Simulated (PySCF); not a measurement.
All values below come from PBE-D3(BJ)/def2-TZVP // PBE0-D3(BJ)/def2-TZVP (PySCF). Gas-phase values, no solvent. One relaxed conformer stands for a flexible species; it need not be the lowest. Excitations are Tamm–Dancoff values on a coarser integration grid. The basis has no diffuse functions, so Rydberg states are missing or too high.

Reference species (SMILES): `[Ga]([SiH3])([SiH3])[SiH3]` (neutral, multiplicity 1).

| Property | Value |
|---|---|
| T1 excitation (TDA) | 2.63 eV |
| HOMO | -6.28 eV |

Changed species: `[SiH3][Ga]([SH])[SH]` (S–Ga–S–H torsion -179°, S–Ga–S–H torsion 0°) (2 of 3 SiH3 replaced by SH; the reference has 0 of 3 SiH3 replaced by SH).

Problem. Predict the effect on the T1 excitation (TDA) and HOMO.

Solution. the T1 excitation (TDA) increases by 1.18 eV, to 3.81 eV; the HOMO stays essentially unchanged.
